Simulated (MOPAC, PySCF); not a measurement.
CH5NSi, SMILES `C=[SiH]N`, neutral singlet in the gas phase. 

Cartesian coordinates (Å):
SMILES: N[SiH]=C
```xyz
8

C      1.4330     0.2163     0.5598
Si     0.0774     0.1926    -0.4530
N     -1.4629    -0.4034    -0.0867
H      1.4532    -0.1566     1.5760
H      2.3608     0.6316     0.1847
H      0.0728     0.7096    -1.8357
H     -2.2216    -0.3834    -0.7445
H     -1.7126    -0.8066     0.7995
```
Charge 0, spin multiplicity 1.

All levels are single points at this geometry (PBE0-D3(BJ)/def2-TZVP); Pople sets use spherical d functions. Orbital energies aren't observables, and empty levels follow the basis.

PBE-D3(BJ)/def2-TZVP in PySCF gives dipole (D) = 2.66.

**Question.** Estimate the dipole (D) from each of these levels: PBE0-D3(BJ)/def2-TZVP in PySCF; ωB97X-D3(BJ)/def2-TZVP in PySCF; B3LYP/3-21G in PySCF; B3LYP/6-311+G** in PySCF; SVWN5/6-31G* in PySCF; HF/STO-3G in PySCF; AM1 in MOPAC; PM7 in MOPAC.

**Answer.** 
```csv
level,dipole (D)
PBE0-D3(BJ)/def2-TZVP in PySCF,2.74
ωB97X-D3(BJ)/def2-TZVP in PySCF,2.85
B3LYP/3-21G in PySCF,2.44
B3LYP/6-311+G** in PySCF,2.62
SVWN5/6-31G* in PySCF,2.46
HF/STO-3G in PySCF,2.16
AM1 in MOPAC,1.77
PM7 in MOPAC,1.48
```
